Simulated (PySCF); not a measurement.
NICS in isomers of C6H7FN2.

Probes without a nucleus sit at each ring's centroid and 1 Å off its mean plane on both sides; NICS is minus the shielding there, NICSzz its component along the normal. Level: GIAO PBE0/pcSseg-1 (PySCF, non-relativistic, gas phase) on the GFN2-xTB geometries, one conformer each. Atom numbers follow the mapped SMILES.

Question: Order these rings by mean NICS(1)zz, lowest (most negative) first (ppm).
A. ring N4–C5–C6–C8–N9 in `[CH2:1]=[CH:2][CH2:3][n:4]1[cH:5][c:6]([F:7])[cH:8][n:9]1`
B. ring C5–N6–C7 in `[N:1]#[C:2][CH2:3][CH2:4][C:5]1=[N:6][C@H:7]1[CH2:8][F:9]`
C. ring C2–C3–C4–N5–N6 in `[F:1][c:2]1[cH:3][cH:4][n:5][n:6]1[CH:7]1[CH2:8][CH2:9]1`

Answer: A (-29.2), C (-26.5), B (-19.0).

| SMILES | ring | NICS(0) | NICS(1) | NICS(1)zz | HOMA | rms pucker (Å) | ring atoms with four or more neighbours |
| --- | --- | --- | --- | --- | --- | --- | --- |
| C=CCn1cc(F)cn1 | 5-membered ring with 2 N; formal bonds all aromatic | -15.2 | -11.5 | -29.2 | 0.98 | 0.00 | 0 |
| Fc1ccnn1C1CC1 | 5-membered ring with 2 N; formal bonds all aromatic | -14.1 | -10.9 | -26.5 | 0.95 | 0.00 | 0 |
| N#CCCC1=N[C@H]1CF | 3-membered ring with N; formal bonds 1 double, 2 single | -31.4 | -9.0 | -19.0 | – | 0.00 | 1 |

NICS(0) gives another order. The isotropic NICS(1) gives the same order. HOMA uses Krygowski's 1993 parameters; it is left out where a ring has a four-coordinate atom, a triple bond, no multiple bond or a kind of bond without parameters. NICS(1) and NICS(1)zz are means over the two faces.
